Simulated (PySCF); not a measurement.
C₇H₁₁ (doublet state).
Atom-mapped SMILES: `[CH2:1][C:2]1=[CH:3][CH2:4][CH2:5][C@@H:6]1[CH3:7]` (hydrogens: H8, H9 on C1; H10 on C3; H11, H12 on C4; H13, H14 on C5; H15 on C6; H16, H17, H18 on C7)

Geometry (GFN2-xTB, Å), atoms numbered from 1 in this order:
```xyz
18
C7H11 angstrom
C      2.2054   -0.2550   -0.6740
C      0.9322    0.1705   -0.4193
C      0.5103    1.4724   -0.2296
C     -0.9514    1.5589    0.0207
C     -1.4696    0.1645   -0.3605
C     -0.2491   -0.7672   -0.2631
C     -0.1748   -1.4802    1.0878
H      2.4320   -1.2971   -0.8079
H      3.0187    0.4436   -0.7537
H      1.1520    2.3355   -0.2389
H     -1.4267    2.3539   -0.5590
H     -1.1443    1.7811    1.0774
H     -2.2836   -0.1658    0.2829
H     -1.8368    0.1821   -1.3874
H     -0.2618   -1.5208   -1.0555
H     -0.1633   -0.7542    1.8978
H      0.7326   -2.0767    1.1505
H     -1.0307   -2.1390    1.2201
```

The hyperfine couplings belong to this conformer and change with its torsions.

Computed with UKS B3LYP, pcH-1 on C H, non-relativistic, mean-field spin-orbit, GIAO in PySCF. One conformer (not necessarily the lowest) at the GFN2-xTB geometry, without solvent, vibrations or thermal averaging. Couplings are sensitive to structure, and on GFN2-xTB geometries they can be far from those on DFT ones. The SCF solution wasn't tested for stability. ⟨S²⟩ is 0.776 where a pure state has 0.75.

Q: Where do the isotropic ENDOR lines of H12, H11, H8, H10, H9, H15, H14 and H13 fall at 348.5 mT, to first order?

A: For S = 1/2 in fast tumbling each set of equivalent nuclei gives two lines, ν± = |νn ± a/2| to first order, with νn = g_N μN B/h and μN/h = 7.62259 MHz/T.

| nuclei | isotope | g_N | νn (MHz) | a_iso (MHz) | lower line (MHz) | upper line (MHz) |
| --- | --- | --- | --- | --- | --- | --- |
| H12 | 1H | 5.5857 | 14.84 | 95.37 | 32.85 | 62.52 |
| H11 | 1H | 5.5857 | 14.84 | 57.03 | 13.68 | 43.35 |
| H8 | 1H | 5.5857 | 14.84 | -40.69 | 5.51 | 35.19 |
| H10 | 1H | 5.5857 | 14.84 | -39.96 | 5.14 | 34.82 |
| H9 | 1H | 5.5857 | 14.84 | -38.76 | 4.54 | 34.22 |
| H15 | 1H | 5.5857 | 14.84 | -8.67 | 10.51 | 19.17 |
| H14 | 1H | 5.5857 | 14.84 | -1.15 | 14.26 | 15.41 |
| H13 | 1H | 5.5857 | 14.84 | -0.81 | 14.43 | 15.24 |

Q: Which pairs are centred on the nuclear Larmor frequency, and which on half the coupling?

A: Centred on νn, since |a| < 2νn: H15, H14 and H13. Centred on |a|/2 and split by 2νn: H12, H11, H8, H10 and H9.

Q: At what field would the lower line of H11 fall to zero frequency?

A: Where νn = |a|/2, that is B = 28.51 MHz/(5.5857 × 7.62259 MHz/T) = 670 mT, as far as first order holds there.

H8 and H9 aren't averaged: C1 is flat or nearly so (angle sum 360°), and its turn about the short C1–C2 bond (1.37 Å) is taken as slow.

Largest spin populations (Mulliken): C1 (+0.67), C3 (+0.66) and C2 (-0.26). The angles at C1 add up to 360.0°, so it is planar; its axial dipolar tensor and the negative couplings of its protons fit spin in a p orbital normal to that plane.

Time: 59 s (grids of density and orbitals included); peak memory 1.0 GiB. Hardware: one thread, Arm Neoverse V2 (aarch64), no GPU, shared host with 48 logical CPUs at a one-minute load of 17.
